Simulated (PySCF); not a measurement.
Work out the structure from these simulated measurements.

Formula: C6H9O; charge +1.

| Quantity | Value |
| --- | --- |
| NMR, other nuclei | isotropic shieldings of nuclei other than C and H, by class: 63 (1 O) ppm [GIAO PBE0/pcSseg-1] |
| 13C NMR | chemical shifts (computed TMS as zero) by class: 232.4 (1 C), 219.0 (1 C), 132.0 (1 C), 65.6 (1 C), 42.3 (1 C), 41.5 (1 C) ppm [GIAO PBE0/pcSseg-1] |
| 1H NMR | chemical shifts (computed TMS as zero) by class: 10.00 (1 H), 7.19 (1 H), 4.96 (3 H), 3.75 (2 H), 3.59 (2 H) ppm [GIAO PBE0/pcSseg-1] |
| Triplet | lowest triplet excitation (Tamm–Dancoff): 3.44 eV [TDA PBE0/def2-SVPD] |
| Rotational structure | rotational constants A, B, C: 6.685, 1.935, 1.543 GHz [GFN2-xTB] |
| Polarisability | 69.0 au [PBE0/def2-SVPD] |
| UV, first state | lowest singlet excitation: 5.41 eV (229 nm, f = 0.342) [TDDFT PBE0/def2-SVPD] |

The electronic properties come from PySCF, for the isolated species, density fitting. Levels stand in brackets. NMR shifts are as computed; neighbouring signals can stand in another order in a measured spectrum. Isolated species at its GFN2-xTB geometry (one conformer only). NMR values are class means; diastereotopic atoms form classes of their own.

Task: Give a SMILES that accounts for the data.

Result: Numbering: `[CH3:1][O:2][C:3]1=[CH:4][CH+:5][CH2:6][CH2:7]1`. 6 carbons fall into 6 classes; from least to most shielded: carbon bonded to 2 C and O [C3] (232.4 ppm), carbon bonded to 2 C and H [C5] (219.0 ppm), carbon bonded to 2 C and H [C4] (132.0 ppm), methoxy carbon [C1] (65.6 ppm), allylic carbon [C7] (42.3 ppm), ring CH2 carbon [C6] (41.5 ppm). Hydrogen classes from least to most shielded: 1 H on a carbon bonded to 2 C and H, C5 (10.00 ppm), 1 H on a carbon bonded to 2 C and H, C4 (7.19 ppm), 3 H on a methoxy carbon, C1 (4.96 ppm, a mean of values up to 0.8 ppm apart in this geometry), 2 H on a ring CH2 carbon, C6 (3.75 ppm), 2 H on an allylic carbon, C7 (3.59 ppm). The other shieldings belong to: 63 ppm, ether oxygen [O2]. S1 is mainly HOMO→LUMO (weight 0.97); the largest Löwdin shares of the orbital it empties are 0.30 on a carbon bonded to 2 C and H, 0.19 on a carbon bonded to 2 C and H, 0.16 on the ether oxygen and 0.09 on the ring CH2 carbon, of the orbital it fills 0.30 on a carbon bonded to 2 C and H, 0.27 on the carbon bonded to 2 C and O, 0.14 on the ether oxygen and 0.09 on a carbon bonded to 2 C and H. The optimised geometry has point group Cs and is an asymmetric top. Structure: `COC1=C[CH+]CC1`. Computed isomers that give other values at the same levels: `CO[C@H]1[CH+]C=CC1` (13C chemical shifts (computed TMS as zero) by class: 243.2 (1 C), 239.8 (1 C), 151.9 (1 C), 102.1 (1 C), 66.2 (1 C), 63.7 (1 C) ppm); `C#C[C+](C)COC` (13C chemical shifts (computed TMS as zero) by class: 285.2 (1 C), 210.5 (1 C), 98.7 (1 C), 96.5 (1 C), 63.0 (1 C), 53.1 (1 C) ppm). The assignments are read from this structure; whether some other isomer fits the data as well wasn't checked.

Shape of the structure used: `[CH3:1][O:2][C:3]1=[CH:4][CH+:5][CH2:6][CH2:7]1`: C1–O2–C3–C4 0°.
